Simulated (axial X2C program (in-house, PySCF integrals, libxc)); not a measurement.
**InN⁺ at several levels of theory**

Calculated with an axial X2C code built on PySCF integrals. Spin-free means the one-electron spin-free X2C Hamiltonian; two-component (2c) means X2C with spin–orbit coupling and atomic mean-field two-electron Coulomb and Gaunt terms, so the difference of the two also holds small scalar two-electron terms. Basis: In dyall-cv3z [11s12p9d4f1g], N dyall-av3z [7s7p3d2f] (cores contracted in-house); Gaussian nuclei, density fitting, unrestricted open shells. Masses: In 114.904 u, N 14.003 u.

State, spin-free: M_S = 3/2, Λ = 0 (beyond evenly filled blocks: σα, π+α, π-α); electrons by block: σα: 13, σβ: 12, π+α: 6, π+β: 5, π-α: 6, π-β: 5, δ+α: 2, δ+β: 2, δ-α: 2, δ-β: 2. Fragments: In+ + N.

State, 2c: Ω = 3/2 (⟨Sz⟩ = 1.50, ⟨Lz⟩ = 0.00 at PBE0); electrons by block: 1/2: 18, -1/2: 18, 3/2: 8, -3/2: 7, 5/2: 2, -5/2: 2. Fragments: In+ + N.

```tsv
Hamiltonian	level	Re (Å)	ωe (cm⁻¹)	ωexe (cm⁻¹)	Be (cm⁻¹)	De (eV)	D0 (eV)	μ (D)
2c	PBE0	2.833	101.7	2.42	0.1683	0.125	0.118	-0.36
2c	MP2	3.242	69.9	2.5	0.1285	0.065	0.061	n/a
2c	BHandHLYP	3.012	85.7	2.7	0.1489	0.082	0.077	-0.64
```

Spin-free values that have a 2c row agree with it to the digits that matter (0.001 Å, 0.01 eV) and are not repeated.

Correlated methods: 7 electrons correlated (number of frozen shells: In 4 s, 3 p, 2 d; N 1 s), 261 virtual spin orbitals or spinors in MP2.

Dipoles are positive if N is the positive end and refer to the centre of mass.

Occupations by symmetry block were frozen at the best pattern of an incomplete PBE0 search. De is counted from the lowest determinant-based energies of the atoms at the same level, without counterpoise correction. Density functionals use the spin component along the axis (collinear). With several unpaired electrons one determinant need not be a pure state. The bond is weak and the correlated curve of this state has no minimum in the scanned range, so this well may be an artefact of the functional. This is the top spin component of a Σ state; components of lower Ω are not single determinants and can lie lower. With the outer-core shells frozen, correlated bond lengths of heavy atoms tend to come out a few hundredths of an ångström too long.

No reliable constants came from CCSD (2c), CCSD (spin-free), CCSD(T) (2c), CCSD(T) (spin-free), HF (2c), HF (spin-free): no minimum in range, unconverged points, a curve that is not smooth, a change of character along it, or the two Hamiltonians disagreeing along it.

Rough cost a point (2c) on 1 thread(s) of a shared host, integrals apart: PBE0 0.7 s, BHandHLYP 0.7 s.

The whole task took 2.6 min on 1 thread of Intel(R) Xeon(R) Processor @ 2.30GHz, with other jobs on the host.
